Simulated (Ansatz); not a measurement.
`O[SiH](F)[SeH]` → `O[Si]F` + H₂Se  (silylene formation by 1,1-elimination)

Calculated with Ansatz (gas phase, PBE0-D4/def2-TZVP geometries, no zero-point term in ΔE). CCSD(T)/CBS adds triple-zeta CCSD(T) − MP2 to the extrapolated MP2 energy (def2 sets, frozen cores). This one scheme is used for every species. DFT in def2-TZVPP. B3LYP here is the variant with VWN-RPA as its local correlation; programs differ in this. HSE06 is defined as in plane-wave codes. For Se outer-core shells are correlated without core-valence functions, which leaves a few kJ/mol of doubt a bond. Scalar relativity is left out up to krypton. Each species was taken in one conformer, which may not be the lowest.

`O[SiH](F)[SeH]`:

```xyz
7

O     0.530   -1.375    0.144
Si   -0.383   -0.150   -0.410
F    -1.937   -0.448   -0.231
Se   -0.083    1.767    0.763
H     0.599   -1.493    1.094
H    -0.086   -0.045   -1.847
H     1.360    1.744    0.489
```

`O[Si]F`:

```xyz
4

O     0.657   -0.587    0.442
Si   -0.947   -0.268    0.367
F    -0.988    0.938   -0.714
H     1.278   -0.083   -0.094
```

H₂Se:

```xyz
3

Se   -0.511    0.178   -0.419
H     0.873    0.630   -0.237
H    -0.361   -0.808    0.656
```

| level | ΔE (kcal/mol) | difference from CCSD(T)/CBS |
| --- | --- | --- |
| PBE0-D4 | 50.7 | 1.5 |
| B3LYP-D4 | 45.9 | -3.3 |
| PBE-QIDH | 52.9 | 3.7 |
| PBE | 44.7 | -4.5 |
| HSE06 | 49.1 | -0.1 |
| BHLYP | 47.5 | -1.7 |
| LC-ωPBE | 50.9 | 1.7 |
| HF/def2-SVP | 45.8 | -3.4 |
| HF/def2-QZVPP | 47.7 | -1.5 |
| MP2/CBS(def2) | 53.4 | 4.2 |
| CCSD(T)/CBS | 49.2 | 0 |

(1) What do rigid-rotor, harmonic-oscillator terms from PBE0-D4/def2-TZVP frequencies (298.15 K, 1 bar) make of the CCSD(T)/CBS value? (An estimate is asked.)

Largest T1 diagnostic among the species: 0.015.

Results:

(1) Ansatz gave: ΔZPE = -3.1 kcal/mol, ΔH = +47.0 kcal/mol, ΔS = 154 J/(mol·K), ΔG = +36.0 kcal/mol.

Leaving LDA and LC-ωPBE aside and taking each functional with its dispersion term where it has one, the values, not all of them listed here, spread over 12.1 kcal/mol, from BLYP-D4 to r2SCAN0-D4. LDA lies +6.5 kcal/mol from PBE without D4. From BLYP to BHLYP (50 % exact exchange), in def2-TZVPP and without D4, ΔE moves by +9.7 kcal/mol. The D4 term adds +3.3 kcal/mol with B3LYP and +1.7 kcal/mol with PBE0; it sums over pairs of atoms, weighted by their polarisabilities, and B3LYP, whose exchange is more repulsive, gets the larger term.
